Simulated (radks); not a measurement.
Values are calculated unless marked as measured or tabulated.
Q: Rb I, 37 electrons, occupied as [Kr] 5s1. Level of theory: non-relativistic Kohn-Sham, PBE, spin-polarised, spherical densities, point nucleus; open shells are filled with parallel spins first (spin-orbit coupling, left out, can overturn this in heavy ions); relativity is left out, which matters for an element this heavy (a radial shooting solver on a logarithmic mesh with Libxc functionals). Some entries of the table are withheld. Estimate them.

orbital,occ.,eigenvalue (eV),<r> (bohr)
1s up,1,-14742.89,0.04129
1s down,1,-14742.88,0.04129
2s up,1,-1942.405,0.1822
2s down,1,-1942.401,0.1822
2p up,3,-1763.604,0.1569
2p down,3,-1763.600,0.1569
3s up,1,-286.9891,0.5218
3s down,1,-286.9814,0.5218
3p up,3,-222.4750,0.5236
3p down,3,-222.4669,0.5235
3d up,5,(1),0.5236
3d down,5,(2),0.5236
4s up,1,-30.7886,1.485
4s down,1,-30.7400,1.483
4p up,3,-16.0270,1.737
4p down,3,-15.9421,1.729
5s up,1,-2.4017,5.255

A: 
(1) 3d up eigenvalue (eV): -106.2415
(2) 3d down eigenvalue (eV): -106.2324
